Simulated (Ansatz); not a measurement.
AlCl2(OH) (AlCl2OH). The state is a singlet with charge 0. Geometry PBE0-D4/def2-TZVP; atoms count from 1.

```xyz
5

Al    0.336   -0.039   -0.195
Cl    1.092   -0.020   -2.122
Cl    1.611   -0.352    1.418
O    -1.310    0.203    0.020
H    -1.729    0.208    0.879
```

Estimate the Mulliken populations from the PBE0/def2-TZVP orbitals of Ansatz.


| atom | charge (e) |
| --- | --- |
| Al1 | 0.64 |
| Cl2 | -0.22 |
| Cl3 | -0.23 |
| O4 | -0.51 |
| H5 | 0.33 |
Mulliken values and Mayer orders depend strongly on the basis.

And the Mayer bond orders between bonded heavy atoms (over 0.3)?

Al1–Cl2 1.23 (2.07 Å); Al1–Cl3 1.22 (2.08 Å); Al1–O4 1.27 (1.68 Å).
